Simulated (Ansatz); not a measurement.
CH₅MoNS₂, SMILES `[CH3][Mo]([NH2])(=[S])=[S]`, relaxed with RKS PBE0-D4/def2-TZVP in Ansatz from a PBE-D4/def2-SVP geometry. The force threshold is 0.005 eV/Å; the program also tests the step.

The species carries charge 0 and has multiplicity 1. Mo takes the def2 core potential.

Start:

```xyz
10

C    -1.149   -0.501   -0.921
Mo    0.266   -0.337    0.631
N     1.244    1.283    0.314
S    -0.869   -0.262    2.432
S     1.491   -2.072    0.470
H    -0.622   -0.543   -1.896
H    -1.827    0.377   -0.895
H    -1.744   -1.427   -0.786
H     2.165    1.312   -0.140
H     1.045    2.170    0.790
```

(1) By how much does the energy fall, and how many steps does the optimiser take? (Estimate.)

(2) Which bonds change most? (An estimate is asked.)

(3) Give the relaxed structure. (Best estimate.)

Answers

(1) Computed: 5.58 kJ/mol, in 6 steps.

(2) Ansatz gave: Mo2–S5 from 2.130 to 2.100 Å; Mo2–S4 from 2.130 to 2.100 Å; C1–H8 from 1.109 to 1.092 Å; C1–H6 from 1.110 to 1.093 Å.

(3) The calculation gave: 
```xyz
10

C    -1.142   -0.499   -0.914
Mo    0.268   -0.334    0.630
N     1.236    1.274    0.312
S    -0.855   -0.264    2.404
S     1.472   -2.047    0.470
H    -0.616   -0.538   -1.872
H    -1.803    0.371   -0.886
H    -1.731   -1.408   -0.785
H     2.139    1.299   -0.140
H     1.032    2.147    0.780
```
